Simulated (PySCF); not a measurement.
BH5N, SMILES B[NH3+], charge +1.

Geometry optimised at ωB97X-D3(BJ)/def2-TZVP. The isomer is the one that the SMILES or the coordinates give; other isomers of the formula were not compared.

These are PySCF with PBE0/def2-TZVPD values and carry that method's errors.

Isolated molecule, no solvent.

Task: Estimate the frontier levels, gap, dipole moment and polarisability. (The exact figures need the calculation; the answer reports its results.)

Result: 
The highest occupied level is -16.22 eV and the lowest empty level is -7.84 eV. The orbital gap is 8.38 eV and the dipole moment about the centre of nuclear charge is 2.19 D. The mean static polarisability is 20.2 bohr³ (2.99 Å³) and the polarisability, principal values comes out as 17.6, 20.3, 22.6 bohr³.
